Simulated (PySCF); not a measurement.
C₄H₂BrF, SMILES C(=C/F)(/C#C)Br. Heavy atoms are numbered as in [CH:1]#[C:2]/[C:3]([Br:4])=[CH:5]\[F:6]. Hydrogens are named by the atom that carries them.

Geometry optimised at PBE0-D3(BJ)/def2-SVP. The structure was generated by enumeration; whether it is a known compound was not checked.

Level of theory: PBE0/pcSseg-1 run with PySCF.

GIAO shieldings, no solvent; atoms alike by connectivity are averaged. δ = σ(ref) − σ: ¹³C against TMS (σ = 186.3 ppm); ¹⁹F against CFCl3 (σ = 167.2 ppm); ¹H against TMS (σ = 31.56 ppm), references at their B3LYP-D3(BJ)/def2-TZVP geometries, non-relativistic (without spin–orbit terms, shifts of atoms bonded to Cl or Br come out too high).

Computed chemical shifts:
| nucleus | atoms | count | δ (ppm) |
|---|---|---|---|
| ¹³C | C5 (CH) | 1 | 169.0 |
| ¹³C | C3 | 1 | 110.8 |
| ¹³C | C1 (CH) | 1 | 102.3 |
| ¹³C | C2 | 1 | 78.7 |
| ¹⁹F | F6 | 1 | -98.3 |
| ¹H | H on C5 | 1 | 7.53 |
| ¹H | H on C1 | 1 | 4.14 |
